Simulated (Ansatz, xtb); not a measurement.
Two structures of ClFSeSi

Structure X is a singlet given by its coordinates and structure Y is a singlet given by its coordinates. Both are isolated molecules in the gas phase, relaxed with PBE0-D3(BJ)/def2-SVP.

X (Å):

```xyz
4

Cl    1.0614    1.0994    0.7217
F    -1.1593   -1.1524    0.8332
Se    0.2073    0.7120   -1.3225
Si   -1.3597    0.4336    0.5058
```

Close contacts (Å): Cl1–Se3 2.25, Cl1–Si4 2.52, F2–Si4 1.63, Se3–Si4 2.42.

Y (Å):

```xyz
4

Cl    1.1815   -1.4316   -0.8125
F    -0.6802   -0.8413    1.6741
Se   -0.5214   -0.1563   -1.3087
Si   -1.6325    0.0555    0.7038
```

Close contacts (Å): Cl1–Se3 2.18, F2–Si4 1.63, Se3–Si4 2.31.

Energies in hartree; the thermal terms are from PBE0-D3(BJ)/def2-SVP harmonic frequencies (ideal gas, rigid rotor, one conformer each, 400 K, 1 atm) and include the zero-point energy:

```
                                 X            Y
E, CCSD(T)/def2-TZVPP  −3248.691515  −3248.696221
    zero-point energy      0.004833      0.004835
         H(400 K) − E      0.014054      0.014099
         G(400 K) − E     −0.039421     −0.039851
```

Question: Work out ΔE, ΔE₀, ΔH and ΔG for X → Y in kJ/mol (1 Eh = 2625.50 kJ/mol) and the equilibrium ratio [Y]/[X].

Answer: 1. ΔE = −3248.696221 − (−3248.691515) = −0.004706 Eh = −12.36 kJ/mol.
2. ΔE₀ = ΔE + ΔZPE = −0.004706 + (+0.000002) Eh = −12.35 kJ/mol.
3. ΔH = ΔE + (+0.000045) Eh = −12.24 kJ/mol.
4. ΔG = ΔE + (−0.000430) Eh = −13.48 kJ/mol, so ΔS = (ΔH − ΔG)/T = +3.1 J/(mol K).
5. kT = 1.2667 mEh, so K = [Y]/[X] = exp(−ΔG/kT) = exp(+4.05) ≈ 58.

Structure Y is favoured at this temperature. An error of 4 kJ/mol in ΔG would change K by a factor of 3.3. Mirror images and further conformers aren't counted.

Other levels gave ΔE = −10.3 (PBE0-D3(BJ)/def2-SVP); −24.0 (HF/def2-TZVPP); −8.0 (MP2/def2-TZVPP) kJ/mol. The correlated steps freeze 20 core orbitals; the filled d shell of Se is correlated, in a basis made for valence electrons. Programs: Ansatz 0.2.0.
